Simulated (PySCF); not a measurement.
## Germanium: a sound run and one with changed settings

Sound run: Ge [Ar] 3d10 4s2 4p2, Ge⁺ [Ar] 3d10 4s2 4p1. All numbers are calculated (PySCF 2.14, scalar relativity through the core potential, in cc-pVTZ-PP with ECP10MDF). In the sound run the correlated levels freeze 3s2 3p6 3d10 outside the core potential. The sound run starts from symmetry-adapted Hartree-Fock orbitals and uses a fine grid where one is needed.

Changed run: initial guess atom, at most 50 SCF cycles.

```json
{"species": "Ge", "method": "UHF", "sound run (hartree)": "-293.35281", "changed run (hartree)": "-293.35281", "converged": "yes"}
{"species": "Ge", "method": "MN15", "sound run (hartree)": "-294.90630", "changed run (hartree)": "-294.90630", "converged": "yes"}
{"species": "Ge", "method": "CCSD(T)", "sound run (hartree)": "-293.41944", "changed run (hartree)": "-293.41944", "converged": "yes"}
{"species": "Ge⁺", "method": "BP86", "sound run (hartree)": "-294.37461", "changed run (hartree)": "-294.37461", "converged": "yes"}
{"species": "Ge⁺", "method": "MP2", "sound run (hartree)": "-293.11811", "changed run (hartree)": "-293.11811", "converged": "yes"}
```

Here the plain start reaches the same solutions.
